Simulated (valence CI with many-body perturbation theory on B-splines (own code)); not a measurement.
**E1 line list for V¹⁰⁺**

Computed by valence CI with perturbative core correlation (CI+MBPT): three valence electrons over a frozen Dirac-Fock core [Ne], radial functions for each j: 11 s, 11 p, 10 d, 8 f, 5 g, 2 h, with the one-electron correlation potential Σ1, the two-electron term Σ2, the three-electron term Σ3, Breit, model QED; selected CI, second order for the rest, scaled by the run's own slope (own B-spline code, finite nucleus).

No measured levels were compared; by estimate levels of excited configurations hold to 0.05 to 0.15 % of their energy, terms of the ground configuration to about 0.5 %.

Lines 201 to 250 of 585 in falling wavelength, among levels below 1290300 cm⁻¹, chosen from the strongest by gf and those to the six lowest levels. Wavelengths and rates use the calculated energies, so an error of 200 cm⁻¹ moves a line at 352.1 Å by 0.07 % and its rate by three times that or more. Electric multipoles are in the length gauge, E1 and E2 with the static RPA response of the core. Weak lines are less certain than strong ones. Lines between different terms over intervals too small for the method are left out, as are lines whose strength nearly cancels. Where a level lies close to another of its J and parity, the split of strength between their lines is uncertain. The highest levels of a list are the least certain.

Names give the largest LS component (configuration and term), which can be under half, so a name can repeat, a term be missing and a line seem to break the LS rules; names also repeat where a configuration has a term twice. Letters in brackets count levels of one name in rising energy.

```
λ vac (Å)                 Upper                 Lower   A (s⁻¹)  S (a.u.)
    352.1           3p3 4S°_3/2         3s 3p2 4P_3/2  8.63e+09  7.43e-01
    351.9         3s 3d2 2D_5/2  3s 3p 3d 2P°_3/2 [b]  5.37e+09  6.92e-01
    350.9         3s 3d2 2D_3/2  3s 3p 3d 2P°_1/2 [b]  4.58e+09  3.90e-01
    348.2  3s 3p 4s 2P°_1/2 [b]         3s2 4s 2S_1/2  1.80e+10  7.50e-01
    347.5           3p3 4S°_3/2         3s 3p2 4P_1/2  4.49e+09  3.72e-01
    346.5  3s 3p 4s 2P°_3/2 [b]         3s2 4s 2S_1/2  1.57e+10  1.29e+00
    346.1     3p2 3d 2P_3/2 [b]  3s 3p 3d 2D°_5/2 [a]  2.48e+09  2.03e-01
    345.8         3s 3p2 2S_1/2        3s2 3p 2P°_1/2  9.04e+09  3.69e-01
    345.8    3p 3d2 2D°_3/2 [a]     3p2 3d 2D_3/2 [a]  3.35e+09  2.74e-01
    345.1    3p 3d2 2F°_7/2 [a]     3p2 3d 2D_5/2 [a]  4.60e+09  7.46e-01
    342.8  3s 3p 3d 2P°_1/2 [b]         3s2 3d 2D_3/2  2.03e+10  8.08e-01
    342.7  3s 3p 3d 2P°_3/2 [b]         3s2 3d 2D_5/2  1.97e+10  1.57e+00
    340.7    3p 3d2 2D°_5/2 [a]     3p2 3d 2D_5/2 [a]  1.97e+09  2.31e-01
    339.2     3p2 3d 2D_3/2 [b]  3s 3p 3d 2D°_3/2 [a]  3.49e+09  2.69e-01
    338.7  3s 3p 3d 2D°_3/2 [b]         3s2 3d 2D_3/2  1.52e+10  1.16e+00
    338.4  3s 3p 3d 2D°_5/2 [b]         3s2 3d 2D_5/2  1.36e+10  1.56e+00
    336.2         3s 3p2 2P_1/2        3s2 3p 2P°_3/2  1.37e+10  5.13e-01
    333.6     3p2 3d 2D_5/2 [b]  3s 3p 3d 2D°_5/2 [a]  3.60e+09  3.96e-01
    332.5         3s 3d2 2G_7/2  3s 3p 3d 2F°_5/2 [b]  2.39e+10  3.47e+00
    331.3         3s 3d2 2D_3/2  3s 3p 3d 2F°_5/2 [b]  5.13e+09  3.68e-01
    331.1    3p 3d2 4D°_7/2 [a]         3p2 3d 4P_5/2  1.43e+09  2.05e-01
    330.6         3s 3p2 2P_3/2        3s2 3p 2P°_3/2  2.40e+10  1.71e+00
    330.4         3s 3d2 2G_9/2  3s 3p 3d 2F°_7/2 [b]  2.53e+10  4.51e+00
    329.6    3p 3d2 2F°_5/2 [a]         3p2 3d 2G_7/2  2.68e+09  2.84e-01
    329.3         3s 3d2 2D_5/2  3s 3p 3d 2F°_7/2 [b]  4.35e+09  4.60e-01
    329.3    3p 3d2 2D°_5/2 [c]         3s 3d2 2D_5/2  3.65e+09  3.86e-01
    328.7    3p 3d2 2D°_3/2 [c]         3s 3d2 2D_3/2  3.94e+09  2.76e-01
    328.4    3p 3d2 2F°_7/2 [c]     3p2 3d 2D_5/2 [c]  2.08e+10  2.91e+00
    328.4    3p 3d2 2F°_5/2 [c]     3p2 3d 2D_3/2 [c]  2.44e+10  2.56e+00
    327.2         3s 3d2 2D_3/2  3s 3p 3d 2P°_1/2 [a]  4.20e+09  2.90e-01
    326.3     3p2 3d 2F_5/2 [a]           3p3 2D°_3/2  1.80e+09  1.85e-01
    326.0    3p 3d2 2F°_7/2 [a]         3p2 3d 2G_9/2  3.29e+09  4.51e-01
    325.9    3p 3d2 2P°_3/2 [a]         3p2 3d 2S_1/2  3.85e+09  2.63e-01
    325.7     3p2 3d 2F_5/2 [b]  3s 3p 3d 2D°_3/2 [a]  8.23e+09  8.42e-01
    325.6         3s 3p2 2P_1/2        3s2 3p 2P°_1/2  1.34e+10  4.58e-01
    325.1    3p 3d2 2P°_3/2 [a]     3p2 3d 2D_3/2 [b]  3.62e+09  2.46e-01
    323.8     3p2 3d 2F_7/2 [a]           3p3 2D°_5/2  2.31e+09  3.10e-01
    323.4     3p2 3d 2F_7/2 [b]  3s 3p 3d 2D°_5/2 [a]  8.91e+09  1.19e+00
    323.3         3s 3d2 2D_5/2  3s 3p 3d 2P°_3/2 [a]  5.18e+09  5.18e-01
    322.1    3p 3d2 2P°_1/2 [a]         3p2 3d 2S_1/2  8.25e+09  2.72e-01
    320.3         3s 3p2 2P_3/2        3s2 3p 2P°_1/2  5.24e+09  3.40e-01
    320.1    3p 3d2 2G°_7/2 [b]     3p2 3d 2D_5/2 [c]  5.29e+09  6.85e-01
    319.3    3p 3d2 2F°_7/2 [b]     3p2 3d 2F_7/2 [b]  7.51e+09  9.65e-01
    319.1    3p 3d2 2P°_3/2 [a]     3p2 3d 2P_3/2 [b]  4.75e+09  3.05e-01
    318.3     3p2 3d 2D_5/2 [a]           3p3 2P°_3/2  2.32e+09  2.22e-01
    317.6    3p 3d2 2F°_5/2 [b]     3p2 3d 2F_5/2 [b]  7.89e+09  7.49e-01
    317.6      3s 3p 3d 4P°_5/2         3s 3p2 2D_3/2  1.73e+07  1.64e-03
    317.0        3p 3d2 4G°_5/2         3p2 3d 4F_3/2  5.69e+09  5.37e-01
    316.8        3p 3d2 4G°_7/2         3p2 3d 4F_5/2  5.69e+09  7.14e-01
    316.8        3p 3d2 4G°_9/2         3p2 3d 4F_7/2  5.85e+09  9.18e-01
```
